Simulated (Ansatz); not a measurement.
An input meant for Ge(OH)2H2 (GeO2H4) (charge 0, singlet).

```yaml
crystal:
  periodic: [false, false, false]
  atoms:
    - {symbol: D, position_ang: [-0.289546, 0.180848, -0.358228]}
    - {symbol: O, position_ang: [-0.452303, 0.462936, 1.391887]}
    - {symbol: H, position_ang: [-0.753581, -0.320086, 1.863025]}
    - {symbol: O, position_ang: [1.427925, 0.038647, -0.781998]}
    - {symbol: H, position_ang: [1.863904, -0.686519, -0.322008]}
    - {symbol: H, position_ang: [-0.749767, 1.438885, -1.083276]}
    - {symbol: H, position_ang: [-1.046631, -1.114721, -0.709411]}
basis:
  gaussian: {orbitals: cc-pVDZ}
hamiltonian: {xc: {name: HF}}
scf: {omitted_lower_state_checks: [starts]}
```

```sh
$ ansatz run in.yaml --threads 4 --pin off --events-out ev --progress --plain --max-ram 3916MiB
```

**Question.** Predict how Ansatz answers.

**Answer.** The program refused the input. An element symbol is wrong.
```
Error: YAML parse error: error: line 4 column 16: `D` is not an element symbol (H … Og, case-exact)
 --> <input>:4:16
  |
2 |   periodic: [false, false, false]
3 |   atoms:
4 |     - {symbol: D, position_ang: [-0.289546, 0.180848, -0.358228]}
  |                ^ `D` is not an element symbol (H … Og, case-exact)
5 |     - {symbol: O, position_ang: [-0.452303, 0.462936, 1.391887]}
6 |     - {symbol: H, position_ang: [-0.753581, -0.320086, 1.863025]}
  |
```
